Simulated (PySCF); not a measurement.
**How methods differ on the excitation energy of Al**

Al [Ne] 3s2 3p1 (2P) → Al [Ne] 3s2 4s1 (2S), as a difference of total energies. All numbers are calculated (PySCF 2.14, scalar relativity by spin-free X2C-1e, in x2c-QZVPPall with one added diffuse shell each of s, p, d, f type (10s7p5d3f1g, 86 functions)). Correlated levels: valence: [Ne] frozen; valence and next inner shell: 1s2 frozen. The calculations carry no spin-orbit coupling.

```tsv
method	excitation energy (eV)
UHF	3.013
LDA	3.085
PBE	3.131
PBE0	3.187
r2SCAN	3.358
wB97X-V	3.248
HSE06	3.174
CAM-B3LYP	3.201
BHandHLYP	3.150
MP2 (valence)	3.106
SCS-MP2 (valence)	3.112
MP2 (valence and next inner shell)	3.061
SCS-MP2 (valence and next inner shell)	3.075
```

Task: How much does correlation contribute at MP2 (valence and next inner shell)?

Result: 3.061 − (3.013) = 0.048 eV, measured against UHF.

Errors of the correlated levels include the incompleteness of this basis and the frozen core.

For comparison: 3.133 eV (measured; NIST levels, between the centres of gravity of the two terms).
